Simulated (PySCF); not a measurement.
C3H5AlClF.

```xyz
11

Al     0.2383    -0.1520     0.4443
C     -0.0601    -1.7113    -0.6778
C     -0.2672    -0.6816    -1.7356
C      0.6653     0.2142    -2.1363
H     -0.9154    -2.3764    -0.5258
H      0.8781    -2.2749    -0.7887
H     -1.2966    -0.5286    -2.0850
H      1.7145     0.1366    -1.8254
H      0.4106     1.0218    -2.8255
Cl    -1.3033     0.9898     1.2902
F      1.8042     0.2493     0.8488
```

The structure is a stationary point at PBE0-D3(BJ)/def2-SVP. The structure was generated by enumeration; whether it is a known compound was not checked. Other conformers were not sampled.

Level of theory: PBE/pcSseg-1 (PySCF). Non-relativistic, no solvent.

### Question
Give the absolute GIAO shielding of each atom: isotropic value and principal components (ppm). (The exact figures need the calculation; the answer reports its results.)

### Answer

| atom | σ(iso) | σ11 | σ22 | σ33 | span |
|---|---|---|---|---|---|
| Al1 | 457.7 | 358.9 | 465.7 | 548.4 | 189.4 |
| C2 | 158.3 | 133.5 | 160.7 | 180.5 | 47.0 |
| C3 | 27.5 | -86.7 | 10.6 | 158.7 | 245.3 |
| C4 | 62.7 | -41.2 | 73.9 | 155.4 | 196.7 |
| H5 | 29.5 | 26.4 | 27.3 | 34.7 | 8.3 |
| H6 | 28.8 | 25.4 | 27.0 | 34.1 | 8.7 |
| H7 | 24.3 | 21.4 | 25.1 | 26.4 | 5.1 |
| H8 | 25.3 | 21.5 | 25.2 | 29.1 | 7.6 |
| H9 | 25.9 | 22.7 | 25.1 | 29.7 | 6.9 |
| Cl10 | 963.0 | 820.6 | 983.4 | 1084.9 | 264.3 |
| F11 | 346.5 | 274.9 | 314.3 | 450.2 | 175.3 |
